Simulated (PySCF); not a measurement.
`O=C[c-]1cccc1`, [C₆H₅O]-, charge -1

Cartesian coordinates in Å; atom numbers follow the order of the lines, from 1:
```xyz
12

O    -2.871    1.238    0.343
C    -2.156    0.346   -0.107
C    -0.733    0.239   -0.083
C     0.203    1.160    0.480
C     1.482    0.653    0.276
C     1.370   -0.594   -0.418
C     0.019   -0.846   -0.636
H    -2.646   -0.537   -0.623
H    -0.070    2.092    0.977
H     2.419    1.123    0.590
H     2.204   -1.233   -0.721
H    -0.411   -1.716   -1.141
```

Total charge -1.

Computed with quadratic response CAM-B3LYP/def2-TZVPD first hyperpolarisability, Taylor convention, gas phase in PySCF. Geometry: PBE0-D3(BJ)/def2-SVP.

For a gas-phase anion, states above the detachment energy (about 2.3 eV, taken as minus the energy of the highest occupied orbital) lie in the continuum and depend on the basis.

Problem. Give the tensor of the second harmonic β(−2ω;ω,ω) at 1064 nm in the axes of these coordinates.

Solution. In au, Taylor convention; rows are the first index (the induced dipole):
```csv
,xx,yy,zz,xy,xz,yz
x,+588.7,-78.9,-148.8,-58.3,+24.0,+45.5
y,-58.2,+151.4,+52.3,-54.4,+71.3,+20.1
z,+25.4,+12.4,+63.7,+70.7,-155.7,+62.0
```
Norm of βᵢ = ⅓ Σⱼ (βᵢⱼⱼ + βⱼᵢⱼ + βⱼⱼᵢ): 416.1 au, hyper-Rayleigh value 246.5 au.
